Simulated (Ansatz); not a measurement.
Compare A (`B1OCS1`) with its isomer B (`SC1BO1`).

Computed with Ansatz on PBE0-D4/def2-TZVP structures; ΔE is electronic, products minus reactants. CBS: MP2 limit from def2 TZ/QZ plus the TZ coupled-cluster correction, frozen cores. Functionals use def2-TZVPP. B3LYP here is the variant with VWN-RPA as its local correlation; programs differ in this. One conformer a species, not always the lowest.

(1) Which is lower in electronic energy at CCSD(T)/CBS, and by how much? (Estimate.)

(2) Give E(B) − E(A) in kcal/mol with r2SCAN-D4, B3LYP, ωB97M-V, HF/def2-TZVPP, PBE0-D4, CCSD/def2-TZVPP, B2PLYP. (An estimate is asked.)

(3) Does the order hold for the free energy at 298.15 K (harmonic terms from PBE0-D4)? (Estimate.)

Largest T1 diagnostic: 0.016.

## Answers

(1) The calculation gave: A, by 36.5 kcal/mol.

(2) Ansatz gave: r2SCAN-D4 34.9, B3LYP 34.0, ωB97M-V 35.4, HF/def2-TZVPP 38.7, PBE0-D4 36.5, CCSD/def2-TZVPP 36.9, B2PLYP 35.1. None reverses the order clearly.

(3) The calculation gave: Yes: G(B) − G(A) = +33.2 kcal/mol, for one conformer each.

In def2-TZVPP, CCSD(T) changes the Hartree–Fock value by −2.0 kcal/mol (the triples alone add −0.2 kcal/mol) and MP2 by −1.8 kcal/mol. From PBE to PBE0 (25 % exact exchange), in def2-TZVPP and without D4, E(B) − E(A) moves by +2.5 kcal/mol.
